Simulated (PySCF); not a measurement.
SnSe at B2PLYP

Computed with B2PLYP; Sn cc-pVDZ-PP with ECP28, Se cc-pVDZ-PP with ECP10; scalar-relativistic core potentials (PySCF 2.14).

| Item | Value |
| --- | --- |
| state | ¹Σ⁺ (singlet), closed shell |
| bond length | 2.363 Å |
| harmonic wavenumber | 319 cm⁻¹ |
| force constant | 2.87 mdyn/Å |
| rotational constant Be | 0.06293 cm⁻¹ |
| anharmonicity ωexe | 0.631 cm⁻¹ |
| vibration–rotation constant αe | 0.000167 cm⁻¹ |
| well depth De to Sn + Se | 4.46 eV |
| dissociation energy D0 | 4.44 eV |
| HOMO–LUMO gap | 6.01 eV |
| bond order (Mayer) | 2.30 |
| dipole moment (positive dipole means Sn(−)Se(+)) | -3.39 D |

Correlated steps freeze 8 core orbitals. These are scalar-relativistic numbers at best; spin–orbit coupling would shift them, the dissociation energy most. B2PLYP dipoles, levels and charges come from its SCF part alone.
